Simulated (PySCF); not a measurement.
**Sc⁺ (scandium, charge +1) across methods**

[Ar] 3d1 4s1, high-spin 3D determinant. Calculation: PySCF 2.14, in aug-cc-pVTZ with one added diffuse shell each of s, p, d, f, g type (9s8p6d4f3g, 118 functions); the non-relativistic Hamiltonian (point nucleus).

| method | E (hartree) | mean ε 3p β (eV) | mean ε 3d α (eV) | mean ε 4s α (eV) | Σ⟨r²⟩ (bohr²) | ⟨S²⟩ |
| --- | --- | --- | --- | --- | --- | --- |
| UHF | -759.54260 | -48.651 | -16.528 | -12.228 | 30.43 | 2.002 |
| r2SCAN | -760.347 | -40.838 | -11.168 | -10.271 | 29.75 | 2.001 |
| PBE | -760.154 | -40.035 | -10.847 | -10.137 | 29.81 | 2.000 |
| M06 | -760.338 | -42.581 | -11.599 | -10.550 | 29.82 | 2.000 |
| PBE0 | -760.200 | -42.479 | -12.397 | -10.756 | 29.79 | 2.001 |
| PBEsol | -759.252 | -39.982 | -10.751 | -10.167 | 29.73 | 2.000 |
| LDA | -758.428 | -40.108 | -10.774 | -10.324 | 29.61 | 2.000 |
| r2SCAN0 | -760.345 | -42.981 | -12.629 | -10.869 | 29.69 | 2.001 |
